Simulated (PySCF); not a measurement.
Silicon: a sound run and one with changed settings

Sound run: Si⁺ [Ne] 3s2 3p1, Si²⁺ [Ne] 3s2. Computed with PySCF 2.14 in cc-pV(D+d)Z (4s3p2d, 23 functions), with the non-relativistic Hamiltonian (point nucleus). In the sound run the correlated levels freeze [Ne]. The sound run starts from symmetry-adapted Hartree-Fock orbitals and uses a fine grid where one is needed.

A second run was set up differently.

| species | method | sound run (hartree) | changed run (hartree) | converged |
| --- | --- | --- | --- | --- |
| Si⁺ | UHF | -288.56942 | -288.56942 | yes |
| Si⁺ | PBE | -288.91819 | -288.91819 | yes |
| Si⁺ | M06-2X | -289.05128 | -289.05128 | yes |
| Si⁺ | MP2 | -288.60462 | -288.59051 | yes |
| Si⁺ | CCSD(T) | -288.62416 | -288.62416 | yes |
| Si²⁺ | UHF | -287.98806 | -287.98806 | yes |
| Si²⁺ | PBE | -288.31466 | -288.31466 | yes |
| Si²⁺ | M06-2X | -288.45924 | -288.45924 | yes |
| Si²⁺ | MP2 | -288.01698 | -288.00519 | yes |
| Si²⁺ | CCSD(T) | -288.03173 | -288.03173 | yes |

Ionisation energy of Si⁺:

```
 method  sound run (eV)  changed run (eV)
    UHF          15.820            15.820
    PBE          16.423            16.423
 M06-2X          16.110            16.110
    MP2          15.991            15.927
SCS-MP2          15.972            15.917
   CCSD          16.102            16.102
CCSD(T)          16.121            16.121
```

Problem. What was changed?
A. level shift left on
B. minimal basis
C. basis contracted for another Hamiltonian
D. angular grid far too coarse

Solution. A. It used initial guess 1e, at most 50 SCF cycles, level shift 0.5 hartree. A level shift leaves the converged SCF energy unchanged but raises the virtual orbital energies, which shrinks MP2 if it is not removed.
